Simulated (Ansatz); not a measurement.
C$_{3}$H$_{5}$, doublet, at a GFN2-xTB geometry; REVPBE/def2-SVPD (Ansatz, an electronic-structure program).

Input for Ansatz:
Ansatz 0.2 input:
```yaml
crystal:
  periodic: [false, false, false]
  atoms:
    - {symbol: C, position_ang: [1.31352899, 0.25622584, -0.02192716]}
    - {symbol: C, position_ang: [0.02590858, 0.37408297, -0.01022305]}
    - {symbol: H, position_ang: [1.83787885, -0.70392499, -0.00249333]}
    - {symbol: H, position_ang: [1.97053843, 1.11335976, -0.05223491]}
    - {symbol: C, position_ang: [-1.20640148, -0.39885089, 0.02447718]}
    - {symbol: H, position_ang: [-1.00835162, -1.47840810, 0.05083729]}
    - {symbol: H, position_ang: [-1.78896803, -0.13645457, 0.90819127]}
    - {symbol: H, position_ang: [-1.80931420, -0.18331958, -0.85826214]}
basis:
  gaussian:
    orbitals: def2-SVPD
hamiltonian:
  xc: revpbe
magnetization: {spin_polarized: true, initial_magnetization: 1}
accuracy: high
```

The log (banner, timings and long lists left out):

```
Functional definition: revPBE
2035 factors; integrals over basis functions are off by at most 3.3e-9 eV
mean field evaluation 1: about -3179.0308 eV, gradient 3.9e1 eV
mean field evaluation 2: about -3172.1382 eV, gradient 5.0e1 eV
mean field evaluation 4: about -3186.8079 eV, gradient 2.2e0 eV
mean field evaluation 8: about -3186.8326 eV, gradient 1.4e-1 eV
mean field evaluation 16: about -3186.8328 eV, gradient 2.4e-5 eV
mean field -3186.83277655 eV, -117.1139444255 hartree, gradient 2.9e-8 eV, S^2 0.757803; 0 other end points of the search recorded, 0 dependent functions left out
reference -3186.83278138 eV, -117.1139446029 hartree; 12, 11 occupied and 88, 89 virtual orbitals, 2035 factors
Total energy: -3186.83278138 eV, -117.1139446029 hartree
```
